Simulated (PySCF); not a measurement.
## Cl²⁺ (chlorine, charge +2) across methods

[Ne] 3s1 3p3 4s1, high-spin 6S determinant (an excited configuration). Calculation: PySCF 2.14, in aug-cc-pVDZ-DK (5s4p2d, 27 functions); scalar relativity by spin-free X2C-1e. The B2PLYP total includes its PT2 part (frozen core); its orbital energies are those of the SCF part.

| method | E (hartree) | mean ε 3s α (eV) | mean ε 3p α (eV) | mean ε 4s α (eV) | Σ⟨r²⟩ (bohr²) | ⟨S²⟩ |
| --- | --- | --- | --- | --- | --- | --- |
| M06-L | -459.0589 | -55.093 | -40.385 | -15.478 | 27.18 | 8.750 |
| LDA | -457.5589 | -53.347 | -39.641 | -15.742 | 26.75 | 8.750 |
| PBE | -458.9074 | -53.622 | -39.732 | -15.533 | 26.80 | 8.750 |
| UHF | -458.58104 | -65.954 | -46.974 | -17.616 | 27.42 | 8.750 |
| PBE0 | -458.9474 | -56.886 | -41.706 | -16.129 | 26.94 | 8.750 |
| MN15 | -459.1612 | -56.316 | -42.228 | -16.206 | 26.55 | 8.750 |
| r2SCAN | -459.0783 | -55.165 | -40.521 | -15.536 | 27.21 | 8.750 |
| M06 | -459.0648 | -56.286 | -41.297 | -16.028 | 26.67 | 8.750 |

Q: Estimate the same row for B2PLYP.

A: E (hartree) = -458.9589; mean ε 3s α (eV) = -60.020; mean ε 3p α (eV) = -43.429; mean ε 4s α (eV) = -16.568; Σ⟨r²⟩ (bohr²) = 27.12; ⟨S²⟩ = 8.750.

The outer electron is Rydberg-like, and this basis confines it to a smaller radius and binds it less than a complete one would.
